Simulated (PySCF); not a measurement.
Job file and geometry (Å, from GFN2-xTB) of an NMR shielding run on `[C@@H]1(B)CC(=C)/C1=C/C#C`, C8H9B, GIAO PBE0/pcSseg-1 NMR shielding, non-relativistic, gas phase in PySCF 2.14.0, density-fitted response routines; density fitting, a coarse starting grid and PySCF grid level 2 are the driver's defaults:

```
$ OMP_NUM_THREADS=1 python probes_run.py task.json out

{"job": {"kind": "nmr", "xc": "PBE0", "basis": "pcSseg-1"}, "charge": 0, "multiplicity": 1}
B     -0.339472     1.649511     1.224800
C     -0.739276     0.904869    -0.089692
C     -1.917591    -0.104726    -0.075165
C     -0.919998    -1.227625    -0.203932
C     -1.023300    -2.547636    -0.264073
C      0.193660    -0.293887    -0.245804
C      1.516478    -0.434619    -0.382592
C      2.423952     0.636858    -0.400591
C      3.224960     1.532973    -0.428010
H     -0.756622     1.285390     2.254679
H      0.425709     2.530909     1.180402
H     -0.720753     1.531958    -0.983238
H     -2.495223    -0.118842     0.847687
H     -2.600534    -0.018556    -0.919620
H     -1.980455    -3.039362    -0.218451
H     -0.157684    -3.181086    -0.362450
H      1.943600    -1.423379    -0.503060
H      3.913792     2.323566    -0.442546
```

Q: Write the output of this run.

A: 
```
coarse grid: 15360 points
cycle   1  E = -334.3913632081  dE =  1.360e+00  |g| = 4.116e-01  |ddm| = 4.313e+00
cycle   2  E = -334.4047240843  dE = -1.336e-02  |g| = 3.608e-01  |ddm| = 9.902e-01
cycle   3  E = -334.4381848205  dE = -3.346e-02  |g| = 6.446e-02  |ddm| = 4.298e-01
cycle   4  E = -334.4387190736  dE = -5.343e-04  |g| = 4.572e-02  |ddm| = 9.626e-02
cycle   5  E = -334.4392360843  dE = -5.170e-04  |g| = 1.473e-02  |ddm| = 4.782e-02
cycle   6  E = -334.4392850048  dE = -4.892e-05  |g| = 3.529e-03  |ddm| = 1.284e-02
cycle   7  E = -334.4392879709  dE = -2.966e-06  |g| = 1.140e-03  |ddm| = 3.923e-03
final grid: 149224 points
cycle   8  E = -334.4945692204  dE = -4.819e-05  |g| = 7.791e-03  |ddm| = 6.328e-02
cycle   9  E = -334.4945590513  dE =  1.017e-05  |g| = 1.008e-02  |ddm| = 1.898e-02
cycle  10  E = -334.4945845531  dE = -2.550e-05  |g| = 2.568e-03  |ddm| = 1.177e-02
cycle  11  E = -334.4945862040  dE = -1.651e-06  |g| = 2.666e-04  |ddm| = 2.292e-03
cycle  12  E = -334.4945862155  dE = -1.153e-08  |g| = 1.581e-04  |ddm| = 3.391e-04
cycle  13  E = -334.4945862207  dE = -5.191e-09  |g| = 7.170e-05  |ddm| = 1.750e-04
cycle  14  E = -334.4945862220  dE = -1.272e-09  |g| = 1.413e-05  |ddm| = 5.769e-05
cycle  15  E = -334.4945862220  dE = -4.445e-11  |g| = 3.960e-06  |ddm| = 1.892e-05
converged SCF energy = -334.4945862220

GIAO shielding tensors (ppm)
atom      isotropic    diamagn.    paramagn.     s11        s22        s33       span
  0 B       16.977     192.139    -175.162    -45.668    -29.571    126.171    171.838
  1 C      140.651     250.523    -109.872    105.971    143.313    172.670     66.699
  2 C      151.036     252.084    -101.048    138.622    151.507    162.980     24.358
  3 C       32.326     259.822    -227.496    -77.523     36.444    138.056    215.578
  4 C       73.127     254.845    -181.718    -31.755     81.494    169.643    201.398
  5 C       27.721     256.931    -229.210    -81.800     40.684    124.277    206.077
  6 C       78.773     255.880    -177.108    -16.803     90.713    162.408    179.211
  7 C      100.284     254.754    -154.470     -0.239      5.532    295.559    295.798
  8 C       91.668     259.846    -168.177     34.077     48.759    192.170    158.093
  9 H       24.232      30.037      -5.804     16.794     27.295     28.609     11.815
 10 H       23.896      30.367      -6.471     17.226     25.267     29.194     11.968
 11 H       27.559      30.789      -3.230     23.521     28.065     31.091      7.570
 12 H       28.800      30.013      -1.212     26.046     26.778     33.577      7.531
 13 H       28.765      29.703      -0.939     25.700     27.257     33.338      7.638
 14 H       26.423      28.769      -2.347     23.639     25.458     30.170      6.531
 15 H       25.949      31.478      -5.529     23.355     24.802     29.691      6.336
 16 H       25.701      30.470      -4.769     22.313     26.178     28.611      6.298
 17 H       28.711      34.661      -5.951     25.041     25.390     35.701     10.660
```

Size and cost of the density-fitted run: 198 basis functions, 67 s wall time on 1 thread of an Arm Neoverse N1, shared host; peak memory 0.87 GiB.
